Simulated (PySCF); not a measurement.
## Telling isomers of C5H11PSi apart by NMR

Non-relativistic Hamiltonian, gas phase, equivalent nuclei averaged, one conformer. PBE0/pcSseg-1 with gauge-including orbitals; GFN2-xTB geometry; PySCF.

Referencing at the same level of theory: 1H and 13C against TMS. Splittings of carbon signals by F and P are missing where no couplings were computed. Where no couplings were computed, multiplicities follow the n + 1 count of equivalent neighbours, and m marks all less simple cases (inequivalent or close neighbours, rings, F or P nearby). Shifts are as computed. Against solution values, carbons near 30 ppm lie about +3 ppm off and those near 130 ppm about +5 ppm. Of 1211 compounds with measured shifts, 218 miss one by over three times the rms of a fit or turn the order of signals round; such compounds aren't used in these exercises.

(1) Tabulate the signals of `C=C[Si@H](P)C1CC1`, `CC#C[Si](C)(C)P`, `P[Si@@H]1CCC12CC2` and their relative energies.

(2) What is the quickest way to tell C=C[Si@H](P)C1CC1 from P[Si@@H]1CCC12CC2?

(3) What is the quickest way to tell CC#C[Si](C)(C)P from P[Si@@H]1CCC12CC2?

(4) What is the quickest way to tell C=C[Si@H](P)C1CC1 from CC#C[Si](C)(C)P?

Results:

(1) 
| SMILES | carbon types | δC | δH | E rel. (kcal/mol) |
| --- | --- | --- | --- | --- |
| C=C[Si@H](P)C1CC1 | 2×CH 3×CH2 | 145.0, 142.7, 6.9, 6.2, -2.9 | 6.40 (m, 1H), 6.34 (m, 1H), 6.05 (m, 1H), 4.84 (m, 1H), 1.13 (m, 2H), 0.83 (m, 1H), 0.72 (m, 1H), 0.39 (m, 1H), 0.25 (m, 1H), -0.37 (m, 1H) | 17.5 |
| CC#C[Si](C)(C)P | 2×C 3×CH3 | 113.9, 89.5, 6.0, 2.1 | 2.05 (s, 3H), 1.19 (m, 2H), 0.27 (m, 6H) | 0.0 |
| P[Si@@H]1CCC12CC2 | 1×C 4×CH2 | 34.3, 17.5, 17.2, 16.6, 10.5 | 5.34 (m, 1H), 2.35 (m, 1H), 2.02 (m, 1H), 1.63 (m, 1H), 1.55 (m, 1H), 1.15 (m, 2H), 0.60 (m, 1H), 0.56 (m, 1H), 0.52 (m, 1H), 0.42 (m, 1H) | 14.4 |

Energies are electronic energies at PBE0/pcSseg-1 on these geometries, without zero-point or thermal terms, each for the one conformer computed, which needn't be the lowest.

(2) Both give the same number of carbon signals, but DEPT or the intensities differ. The first has an alkene CH at 145.0 ppm, the second a three-membered-ring carbon (C) at 17.5 ppm. Their most deshielded carbons lie at 145.0 and 34.3 ppm. In the proton spectra the most deshielded non-exchanging signals are 6.40 (m, 1H) and 5.34 (m, 1H).

(3) Count the carbon signals: 4 against 5. The first has an alkyne carbon (C) at 113.9 ppm, the second an sp3 CH2 in a ring at 34.3 ppm. In the proton spectra the most deshielded non-exchanging signals are 2.05 (s, 3H) and 5.34 (m, 1H).

(4) Count the carbon signals: 5 against 4. The first has an alkene CH at 145.0 ppm, the second an alkyne carbon (C) at 113.9 ppm. In the proton spectra the most deshielded non-exchanging signals are 6.40 (m, 1H) and 2.05 (s, 3H).
